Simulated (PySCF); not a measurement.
Start geometry of `C[SiH2]O[SiH3]` from GFN2-xTB (Å):
```
atom  x, y, z in Å
C1     1.9075   -0.5413    0.3311
Si2    0.6895    0.7298   -0.4562
O3    -0.8416    0.4206    0.0209
Si4   -2.1512   -0.1453    0.6807
H5     1.6368   -1.5409    0.0275
H6     2.9066   -0.3213    0.0150
H7     1.8664   -0.4704    1.4128
H8     0.6914    0.6194   -1.9183
H9     0.9725    2.1062    0.0118
H10   -1.8462   -1.2978    1.5354
H11   -2.7561    0.9458    1.4789
H12   -3.0360   -0.5332   -0.4278
```

Q: What comes out of this run: PBE0-D3(BJ)/def2-SVP geometry optimisation, gas phase in PySCF 2.14.0?

A: 
```
atom  x, y, z in Å
C1     1.9131   -0.5010    0.2517
Si2    0.7124    0.7441   -0.4536
O3    -0.8293    0.4177    0.0457
Si4   -2.1926   -0.1736    0.7483
H5     1.6614   -1.5222   -0.0734
H6     2.9378   -0.2781   -0.0859
H7     1.9047   -0.4786    1.3525
H8     0.7429    0.7048   -1.9471
H9     1.0738    2.1230   -0.0039
H10   -1.8652   -1.3484    1.6135
H11   -2.8282    0.8839    1.5891
H12   -3.1581   -0.6046   -0.3055
```

The energy falls by 23.7 kJ/mol over 5 energy and gradient evaluations, the largest force component goes from 0.0381 to 3.0e-04 Eh/bohr, and the atoms move by 0.080 Å rms after alignment. The bond that changes most is O3–Si4 (siloxane oxygen to oxygen-bound silicon), which lengthens by 0.072 Å. Bonds longer at the end by more than 0.005 Å: 10 of 11; shorter: 1. Among the angles that change most is H8–Si2–H9, from 112.6° to 108.7°. Rotational constants go from 10394, 2096, 1841 to 10697, 1999, 1774 MHz. The orientation of the end geometry is arbitrary; only internal coordinates are fixed.

The run used 104 basis functions and 30 SCF cycles in all.

PBE0-D3(BJ)/def2-SVP frequencies: not computed here.
